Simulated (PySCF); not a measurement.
**Ni: excitation energy**

Ni [Ar] 3d8 4s2 (3F) → Ni [Ar] 3d10 (1S), as a difference of total energies. Computed with PySCF 2.14 in def2-TZVPPD (6s6p4d2f1g, 67 functions), with no relativity, point nucleus. Correlated levels: valence: [Ar] frozen. The calculations carry no spin-orbit coupling.

| method | excitation energy (eV) |
| --- | --- |
| UHF | 5.741 |
| MP2 (valence) | -0.518 |
| SCS-MP2 (valence) | 0.337 |
| CCSD (valence) | 2.310 |
| CCSD(T) (valence) | 1.834 |

**Question.** How much does correlation contribute at CCSD(T) (valence)?

**Answer.** 1.834 − (5.741) = -3.907 eV, measured against UHF.

A first-order spin-orbit estimate (lowest level to lowest level, LS coupling) adds 0.126 eV.
